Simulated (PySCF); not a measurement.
SMILES CN(C)[SiH2]/C=[CH]/[GeH3] (C4H13GeNSi), GFN2-xTB optimised geometry.

```
20

Si     2.33    -0.28     0.98
N      2.98     0.60     2.31
C      3.16     0.02     3.61
C      2.88     2.04     2.36
C      0.43    -0.32     0.92
C     -0.32     0.26     0.00
Ge    -2.27     0.26     0.00
H      2.82     0.39    -0.22
H      2.83    -1.65     1.14
H      3.28    -1.06     3.52
H      2.30     0.21     4.27
H      4.05     0.43     4.09
H      2.82     2.44     1.35
H      1.99     2.36     2.92
H      3.76     2.45     2.86
H     -0.08    -0.83     1.74
H      0.16     0.77    -0.83
H     -2.80    -0.45     1.20
H     -2.83    -0.41    -1.21
H     -2.83     1.65     0.00
```

Density from CAM-B3LYP/def2-SVP (PySCF) at that geometry.

Minimum of the electron density along straight lines between bonded atoms, close to the bond critical point (lines longer than 1.1 times the sum of covalent radii, or with two minima, are not listed):

```tsv
bond	length / Å	ρ at the minimum / e bohr⁻³	∇²ρ there / e bohr⁻⁵	position (fraction from the first atom)
Si1–N2	1.724	0.124	0.74	0.40
N2–C3	1.440	0.275	-0.80	0.61
N2–C4	1.441	0.275	-0.80	0.61
Si1–C5	1.894	0.112	0.33	0.38
C5–C6	1.331	0.339	?	0.50
C6–Ge7	1.943	0.131	?	0.53
Si1–H8	1.465	0.118	0.33	0.49
Si1–H9	1.464	0.118	0.33	0.49
C3–H10	1.087	0.282	-1.08	0.63
C3–H11	1.097	0.275	-1.01	0.63
C3–H12	1.094	0.277	-1.03	0.63
C4–H13	1.087	0.282	-1.07	0.63
C4–H14	1.098	0.275	-1.01	0.63
C4–H15	1.094	0.277	-1.04	0.63
C5–H16	1.087	0.276	-1.02	0.63
C6–H17	1.084	0.280	-1.05	0.63
Ge7–H18	1.495	0.142	0.08	0.59
Ge7–H19	1.497	0.142	0.08	0.59
Ge7–H20	1.498	0.141	?	0.59
```

Task: Complete the blanks.

Result: 
- C5–C6, ∇²ρ there / e bohr⁻⁵: -0.89
- C6–Ge7, ∇²ρ there / e bohr⁻⁵: 0.07
- Ge7–H20, ∇²ρ there / e bohr⁻⁵: 0.09
